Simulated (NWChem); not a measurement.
System: CH₄ClFOSi; SMILES O[Si@@H](Cl)CF

Output (shortened):

```
             Northwest Computational Chemistry Package (NWChem) 7.3.0
             --------------------------------------------------------

 C1  symmetry detected

                             Geometry "geometry" -> ""
                             -------------------------

 Output coordinates in angstroms (scale by  1.889725989 to convert to a.u.)

  No.       Tag          Charge          X              Y              Z
 ---- ---------------- ---------- -------------- -------------- --------------
    1 O                    8.0000    -1.83125736     0.10157593    -0.25159262
    2 Si                  14.0000    -0.31502049    -0.05020489     0.38172953
    3 Cl                  17.0000     0.52968849    -1.90519152    -0.07650519
    4 C                    6.0000     0.91887891     1.22548354    -0.28909971
    5 F                    9.0000     0.44569828     2.50333065     0.03238563
    6 H                    1.0000    -1.93543685     0.09579613    -1.21366246
    7 H                    1.0000    -0.48743677     0.05183208     1.84126344
    8 H                    1.0000     1.91068600     1.09109587     0.16324775
    9 H                    1.0000     1.04327101     1.15691570    -1.37860529

 Effective nuclear repulsion energy (a.u.)     293.6911879524

                                 NWChem DFT Module
                                 -----------------

 Summary of "ao basis" -> "ao basis" (spherical)
 ------------------------------------------------------------------------------
       Tag                 Description            Shells   Functions and Types
 ---------------- ------------------------------  ------  ---------------------
 O                           6-31g*                  6       14   3s2p1d
 Si                          6-31g*                  8       18   4s3p1d
 Cl                          6-31g*                  8       18   4s3p1d
 C                           6-31g*                  6       14   3s2p1d
 F                           6-31g*                  6       14   3s2p1d
 H                           6-31g*                  2        2   2s

            General Information
            -------------------
          SCF calculation type: DFT
          Wavefunction type:  closed shell.
          No. of atoms     :     9
          No. of electrons :    58
           Alpha electrons :    29
            Beta electrons :    29
          Charge           :     0
          Spin multiplicity:     1
          Use of symmetry is: off; symmetry adaption is: off
          Maximum number of iterations: 150
          AO basis - number of functions:    86
                     number of shells:    42
          Convergence on energy requested:  1.00D-06
          Convergence on density requested:  1.00D-05
          Convergence on gradient requested:  5.00D-04

              XC Information
              --------------
                         MN15 Method XC Functional
                     Hartree-Fock (Exact) Exchange  0.440
                          MN15 Exchange Functional  1.000
                        MN15 Correlation Potential  1.000

             Grid Information
             ----------------
          Grid used for XC integration:  medium
          Radial quadrature: Mura-Knowles
          Angular quadrature: Lebedev.
          Tag              B.-S. Rad. Rad. Pts. Rad. Cut. Ang. Pts.
          ---              ---------- --------- --------- ---------
          O                   0.60       49          10.0       434
          Si                  1.10       88           8.0       590
          Cl                  1.00       88           9.0       590
          C                   0.70       49           9.0       434
          F                   0.50       49          11.0       434
          H                   0.35       45          10.0       434
          Grid pruning is: on
          Number of quadrature shells:   503
          Spatial weights used:  Erf1

      Superposition of Atomic Density Guess
      -------------------------------------

 Sum of atomic energies:        -962.04775880

      Non-variational initial energy
      ------------------------------

 Total energy =    -963.549758
 1-e energy   =   -1915.468230
 2-e energy   =     658.227284
 HOMO         =      -0.329367
 LUMO         =       0.062544

     ---------------------------------------------
      Total Density - Mulliken Population Analysis
     ---------------------------------------------

    Atom       Charge   Shell Charges
 -----------   ------   -------------------------------------------------------
    1 O    8     9.02   2.00  0.93  3.14  0.90  2.03  0.01
    2 Si  14    12.86   2.00  2.00  5.97  0.89  1.31  0.20  0.28  0.21
    3 Cl  17    17.45   2.00  2.00  5.98  1.38  3.71  0.57  1.80  0.01
    4 C    6     6.07   2.00  0.70  1.73  0.63  0.97  0.05
    5 F    9     9.50   2.00  0.95  3.41  1.01  2.13  0.01
    6 H    1     0.44   0.35  0.09
    7 H    1     1.06   0.48  0.59
    8 H    1     0.80   0.47  0.33
    9 H    1     0.80   0.47  0.33

   convergence    iter        energy       DeltaE   RMS-Dens  Diis-err
 ---------------- ----- ----------------- --------- --------- ---------
 d= 0,ls=0.0,diis     1   -964.7261690862 -1.26D+03  1.44D-02  1.42D+00
 d= 0,ls=0.0,diis     2   -964.7230866095  3.08D-03  7.96D-03  1.22D+00
 d= 0,ls=0.0,diis     3   -964.8299054309 -1.07D-01  1.87D-03  1.18D-01
 d= 0,ls=0.0,diis     4   -964.8399055686 -1.00D-02  5.75D-04  3.13D-03
 d= 0,ls=0.0,diis     5   -964.8402912848 -3.86D-04  1.27D-04  2.09D-04
  Resetting Diis
 d= 0,ls=0.0,diis     6   -964.8403137224 -2.24D-05  3.68D-05  2.76D-05
 d= 0,ls=0.0,diis     7   -964.8403160801 -2.36D-06  2.11D-05  2.05D-06
 d= 0,ls=0.0,diis     8   -964.8403160545  2.57D-08  1.01D-05  2.76D-06
 d= 0,ls=0.0,diis     9   -964.8403162944 -2.40D-07  1.61D-06  2.26D-08

         Total DFT energy =     -964.840316294444
      One electron energy =    -1918.707235792299
           Coulomb energy =      734.984704747103
    Exchange-Corr. energy =      -74.808973201598
 Nuclear repulsion energy =      293.691187952350

 Numeric. integr. density =       57.999998236116

                       DFT Final Molecular Orbital Analysis
                       ------------------------------------

 Vector   27  Occ=2.000000D+00  E=-3.746442D-01
              MO Center=  7.2D-02, -9.6D-01, -1.9D-02, r^2= 3.7D+00
   Bfn.  Coefficient  Atom+Function         Bfn.  Coefficient  Atom+Function
  ----- ------------  ---------------      ----- ------------  ---------------
    41      0.504884  3 Cl pz                39     -0.306409  3 Cl px
    45      0.266279  3 Cl pz                 4      0.261077  1 O  py
     8      0.199192  1 O  py                37     -0.196274  3 Cl pz
    43     -0.152832  3 Cl px                67     -0.142536  5 F  px
    82     -0.133823  7 H  s                 35      0.118568  3 Cl px

 Vector   28  Occ=2.000000D+00  E=-3.682311D-01
              MO Center=  1.7D-01, -1.4D+00, -6.7D-02, r^2= 2.7D+00
   Bfn.  Coefficient  Atom+Function         Bfn.  Coefficient  Atom+Function
  ----- ------------  ---------------      ----- ------------  ---------------
    39      0.531055  3 Cl px                41      0.404291  3 Cl pz
    43      0.271571  3 Cl px                 4     -0.234398  1 O  py
    35     -0.205607  3 Cl px                45      0.203902  3 Cl pz
     8     -0.172636  1 O  py                37     -0.156673  3 Cl pz
     3      0.110728  1 O  px                40      0.080403  3 Cl py

 Vector   29  Occ=2.000000D+00  E=-3.379707D-01
              MO Center=  3.2D-01,  4.3D-01,  5.4D-02, r^2= 3.9D+00
   Bfn.  Coefficient  Atom+Function         Bfn.  Coefficient  Atom+Function
  ----- ------------  ---------------      ----- ------------  ---------------
    40      0.251796  3 Cl py                53      0.251906  4 C  px
    67     -0.234201  5 F  px                41     -0.219112  3 Cl pz
    54      0.196076  4 C  py                56     -0.186214  4 C  s
    21     -0.178685  2 Si px                68     -0.177908  5 F  py
    71     -0.172165  5 F  px                23      0.158038  2 Si pz

 Vector   30  Occ=0.000000D+00  E= 4.639393D-02
              MO Center= -3.2D-02,  2.6D-01,  3.0D-01, r^2= 4.1D+00
   Bfn.  Coefficient  Atom+Function         Bfn.  Coefficient  Atom+Function
  ----- ------------  ---------------      ----- ------------  ---------------
    26      0.659735  2 Si py                42      0.587783  3 Cl s
    25     -0.580147  2 Si px                22      0.427283  2 Si py
    24     -0.418535  2 Si s                 44      0.406380  3 Cl py
     6     -0.353592  1 O  s                 70     -0.300485  5 F  s
    58      0.256274  4 C  py                21     -0.252021  2 Si px

 Vector   31  Occ=0.000000D+00  E= 5.493062D-02
              MO Center= -6.6D-01, -2.8D-01, -2.2D-01, r^2= 4.0D+00
   Bfn.  Coefficient  Atom+Function         Bfn.  Coefficient  Atom+Function
  ----- ------------  ---------------      ----- ------------  ---------------
     6      0.751867  1 O  s                 27      0.581884  2 Si pz
    24     -0.576523  2 Si s                 25      0.520878  2 Si px
    26      0.375419  2 Si py                80     -0.320130  6 H  s
    42      0.270812  3 Cl s                 84     -0.271268  8 H  s
    43     -0.266753  3 Cl px                22      0.237617  2 Si py

 Vector   32  Occ=0.000000D+00  E= 9.520263D-02
              MO Center=  3.6D-01,  3.9D-01, -2.7D-02, r^2= 4.8D+00
   Bfn.  Coefficient  Atom+Function         Bfn.  Coefficient  Atom+Function
  ----- ------------  ---------------      ----- ------------  ---------------
    56      1.504514  4 C  s                 24     -1.179928  2 Si s
    25     -0.813697  2 Si px                86     -0.659600  9 H  s
    58     -0.477837  4 C  py                82      0.332272  7 H  s
    26     -0.325688  2 Si py                42      0.321422  3 Cl s
    44      0.312069  3 Cl py                27      0.310087  2 Si pz

     ---------------------------------------------
      Total Density - Mulliken Population Analysis
     ---------------------------------------------

    Atom       Charge   Shell Charges
 -----------   ------   -------------------------------------------------------
    1 O    8     8.66   2.00  0.87  2.98  0.95  1.85  0.02
    2 Si  14    13.31   2.00  1.99  5.96  0.91  1.70  0.16  0.29  0.30
    3 Cl  17    17.28   2.00  1.99  5.98  1.36  3.73  0.58  1.62  0.02
    4 C    6     6.13   2.00  0.66  2.02  0.57  0.83  0.06
    5 F    9     9.33   2.00  0.89  3.34  1.07  2.01  0.02
    6 H    1     0.56   0.47  0.10
    7 H    1     1.04   0.53  0.51
    8 H    1     0.83   0.53  0.30
    9 H    1     0.84   0.53  0.31

     -------------------------------------------
      Total Density - Lowdin Population Analysis
     -------------------------------------------

    Atom       Charge   Shell Charges
 -----------   ------   -------------------------------------------------------
    1 O    8     8.49   1.99  0.83  2.83  0.72  2.09  0.03
    2 Si  14    13.47   2.00  1.97  5.88  0.62  1.54  0.33  0.71  0.42
    3 Cl  17    17.20   2.00  1.99  5.91  1.15  3.45  0.67  2.01  0.02
    4 C    6     6.24   1.99  0.55  1.83  0.46  1.29  0.12
    5 F    9     9.18   1.99  0.90  3.22  0.86  2.18  0.03
    6 H    1     0.66   0.43  0.23
    7 H    1     1.04   0.52  0.52
    8 H    1     0.86   0.50  0.36
    9 H    1     0.86   0.50  0.36

     Multipole analysis of the density
     ---------------------------------

     L   x y z        total         alpha         beta         nuclear
     -   - - -        -----         -----         ----         -------
     0   0 0 0     -0.000000    -29.000000    -29.000000     58.000000

     1   1 0 0      0.176339      0.088170      0.088170     -0.000000
     1   0 1 0      0.115394      0.057697      0.057697     -0.000000
     1   0 0 1     -0.646931     -0.323466     -0.323466      0.000000

     2   2 0 0    -31.576300   -102.499923   -102.499923    173.423546
     2   1 1 0      1.049773     -2.076065     -2.076065      5.201904
     2   1 0 1      2.233924      0.805298      0.805298      0.623327
     2   0 2 0    -38.087016   -250.761490   -250.761490    463.435963
     2   0 1 1     -0.709709      1.124628      1.124628     -2.958966
     2   0 0 2    -28.818705    -32.170537    -32.170537     35.522369

            General Information
            -------------------
          SCF calculation type: DFT
          Wavefunction type:  closed shell.
          No. of atoms     :     9
          No. of electrons :    58
           Alpha electrons :    29
            Beta electrons :    29
          Charge           :     0
          Spin multiplicity:     1
          Use of symmetry is: off; symmetry adaption is: off
          Maximum number of iterations: 150
          AO basis - number of functions:    86
                     number of shells:    42
          Convergence on energy requested:  1.00D-06
          Convergence on density requested:  1.00D-05
          Convergence on gradient requested:  5.00D-04

              XC Information
              --------------
                         MN15 Method XC Functional
                     Hartree-Fock (Exact) Exchange  0.440
                          MN15 Exchange Functional  1.000
                        MN15 Correlation Potential  1.000

             Grid Information
             ----------------
          Grid used for XC integration:  medium
          Radial quadrature: Mura-Knowles
          Angular quadrature: Lebedev.
          Tag              B.-S. Rad. Rad. Pts. Rad. Cut. Ang. Pts.
          ---              ---------- --------- --------- ---------
          O                   0.60       49          10.0       434
          Si                  1.10       88           8.0       590
          Cl                  1.00       88           9.0       590
          C                   0.70       49           9.0       434
          F                   0.50       49          11.0       434
          H                   0.35       45          10.0       434
          Grid pruning is: on
          Number of quadrature shells:   503
          Spatial weights used:  Erf1

          Convergence Information
          -----------------------
          Convergence aids based upon iterative change in
          total energy or number of iterations.
          Levelshifting, if invoked, occurs when the
          HOMO/LUMO gap drops below (HL_TOL):  1.00D-02
          DIIS, if invoked, will attempt to extrapolate
          using up to (NFOCK): 10 stored Fock matrices.

                    Damping( 0%)  Levelshifting(0.5)       DIIS
                  --------------- ------------------- ---------------
          dE  on:    start            ASAP                start
          dE off:    2 iters        150 iters           150 iters

                            NWChem DFT Gradient Module
                            --------------------------

[...]

                         DFT ENERGY GRADIENTS

    atom               coordinates                        gradient
                 x          y          z           x          y          z
   1 O      -3.460575   0.191951  -0.475441   -0.009136   0.001115  -0.001857
   2 Si     -0.595302  -0.094873   0.721364    0.000941   0.003069   0.000723
   3 Cl      1.000966  -3.600290  -0.144574    0.003991  -0.009792  -0.001827
   4 C       1.736429   2.315828  -0.546319    0.006505  -0.005323  -0.003912
   5 F       0.842248   4.730609   0.061200   -0.002526   0.009574   0.002000
   6 H      -3.657445   0.181028  -2.293489    0.001085  -0.000243   0.000223
   7 H      -0.921122   0.097948   3.479483   -0.001150   0.000333   0.004658
   8 H       3.610673   2.061872   0.308494    0.000093   0.000699  -0.000146
   9 H       1.971496   2.186254  -2.605186    0.000197   0.000569   0.000140
```

Level: MN15/6-31G* (spherical d). Geometry: optimised at B3LYP/6-31G* (spherical d).

Question: Reconstruct the input file.

Answer: Several could match; the one computed here: the input that was run:
```
start job
memory heap 200 mb stack 900 mb global 1100 mb
geometry units angstroms noautoz
  O     -1.843895     0.254980    -0.036895
  Si    -0.294773     0.020211     0.480998
  Cl     0.466041    -1.813452    -0.169640
  C      0.928596     1.314458    -0.173367
  F      0.513314     2.574653     0.273394
  H     -2.010147     0.325074    -0.987638
  H     -0.369575     0.014500     1.952307
  H      1.943387     1.122991     0.200664
  H      0.980346     1.326397    -1.270808
end
basis spherical
  O library 6-31g*
  Si library 6-31g*
  Cl library 6-31g*
  C library 6-31g*
  F library 6-31g*
  H library 6-31g*
end
dft
  xc mn15
  iterations 150
  mulliken
end
task dft gradient
```
